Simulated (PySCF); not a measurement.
PySCF input file for C₂H₈N₂Si, SMILES C=C[SiH](N)N, PBE/pcSseg-1. Geometry: r2SCAN-D4/def2-SVP. The values are those of a single conformer.

```python
import numpy as np
from pyscf import gto, scf, dft
from pyscf.prop.nmr import rks as nmr

mol = gto.M(
    atom='''
    Si    0.38167289    0.33874331   -0.37535421
    N     1.23110826   -0.91501929   -1.20613542
    N     1.07749725    0.77008471    1.15216021
    C    -1.37888840   -0.29433542   -0.23177592
    C    -2.06407338   -0.24984611    0.92155435
    H     0.42977370    1.61852697   -1.14851154
    H     0.89878761   -1.87222175   -1.16425793
    H     2.23689508   -0.87808101   -1.33659983
    H     1.14979151    0.10664658    1.91736679
    H     1.02681891    1.72399480    1.49422299
    H    -1.88607289   -0.71187053   -1.11527453
    H    -3.09534874   -0.61282096    1.01637926
    H    -1.60653366    0.16305100    1.83078965
    ''',
    basis='pcSseg-1',
    charge=0,
    spin=0,
    max_memory=1600,
    verbose=3,
)
mf = dft.RKS(mol, xc='pbe')
mf.grids.level = 3
mf.conv_tol = 1e-10
mf.max_cycle = 100
mf.kernel()
n = nmr.NMR(mf)
n.verbose = 2
n.max_cycle_cphf = 60
sigma = n.kernel()
print('atom   isotropic/ppm   span/ppm')
for i, s in enumerate(sigma):
    w = np.linalg.eigvalsh((s + s.T) / 2)
    print(f'{mol.atom_symbol(i):2s}{i + 1:3d} {w.mean():14.3f} {w[2] - w[0]:11.3f}')
```

Log of the run:

```
converged SCF energy = -479.63395812768
atom   isotropic/ppm   span/ppm
Si  1        370.636      92.823
N   2        234.610      60.776
N   3        237.542      69.434
C   4         33.735     251.623
C   5         37.563     245.445
H   6         26.179       8.823
H   7         30.647      15.872
H   8         30.805      17.999
H   9         31.043      16.197
H  10         30.776      17.252
H  11         24.614       5.623
H  12         24.847       5.934
H  13         25.063       7.845
```

Self-consistency was reached.
